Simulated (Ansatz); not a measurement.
`BO[CH2][GeH3]` + `BS` → `BOCBS` + GeH₄  (formal exchange of groups at a C–Ge bond)

Computed with Ansatz on PBE0-D4/def2-TZVP structures; ΔE is electronic, products minus reactants. CBS: MP2 limit from def2 TZ/QZ plus the TZ coupled-cluster correction, frozen cores. This one scheme is used for every species. DFT in def2-TZVPP. B3LYP here is the variant with VWN-RPA as its local correlation; programs differ in this. For Ge outer-core shells are correlated without core-valence functions, which leaves a few kJ/mol of doubt a bond. Scalar relativity is left out up to krypton. Each species was taken in one conformer, which may not be the lowest.

| level | ΔE (kJ/mol) | difference from CCSD(T)/CBS |
| --- | --- | --- |
| PBE-D4 | -33.8 | -5.9 |
| PBE0-D4 | -34.4 | -6.5 |
| ωB97X-V | -31.9 | -4.0 |
| B2PLYP | -29.1 | -1.2 |
| PBE | -32.3 | -4.4 |
| r2SCAN | -34.3 | -6.4 |
| PBE0 | -33.1 | -5.2 |
| B3LYP | -30.0 | -2.1 |
| HF/def2-TZVPP | -29.4 | -1.5 |
| MP2/def2-TZVPP | -26.8 | 1.1 |
| SCS-MP2/def2-TZVPP | -25.5 | 2.4 |
| CCSD(T)/def2-TZVPP | -27.7 | 0.2 |
| HF/def2-QZVPP | -30.3 | -2.4 |
| SCS-MP2/def2-QZVPP | -26.0 | 1.9 |
| MP2/CBS(def2) | -27.0 | 0.9 |
| CCSD/CBS(def2) | -27.8 | 0.1 |
| CCSD(T)/CBS | -27.9 | 0 |

Largest T1 diagnostic among the species: 0.015.
